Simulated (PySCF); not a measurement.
## Shifts of the heteroatoms

Mapped SMILES: `[CH3:1][SiH2:2][c:3]1[cH:4][cH:5][c:6]([CH3:7])[o:8]1` (H(Xn): hydrogen on atom n).

- σ from GIAO-PBE0/pcSseg-1
- structure optimised with GFN2-xTB
- run in PySCF 2.14
- no solvent model, no relativistic terms, single conformer, averaged over atoms made equivalent by symmetry, fast rotation or ring inversion

Question: Where does ²⁹Si resonate?

Answer: 
```tsv
atoms	environment	σ (ppm)	δ (ppm)
Si2	silicon bonded to 2 C, 2 H	407.4	-54.9
```

Shieldings were converted by a linear fit to measured shifts: ²⁹Si (scatter 8.9 ppm rms, 25.8 ppm with the 6 outliers that the fit left out vs TMS, solution or neat liquid). A few per cent of atoms miss by over 2 rms, more outside the fitted compound classes.

On a 400 MHz spectrometer ²⁹Si resonates near 79.5 MHz, so 1 ppm is 79.5 Hz.

Question: Where does ¹⁷O resonate?

Answer: 
```csv
atoms,environment,σ (ppm),δ (ppm)
O8,aromatic ring oxygen,12.9,254.9
```

Shieldings were converted by a linear fit to measured shifts: ¹⁷O (scatter 10.7 ppm rms, 12.2 ppm with the 3 outliers that the fit left out vs liquid water, solution or neat liquid). A few per cent of atoms miss by over 2 rms, more outside the fitted compound classes.

On a 300 MHz spectrometer ¹⁷O resonates near 40.7 MHz, so 1 ppm is 40.7 Hz.
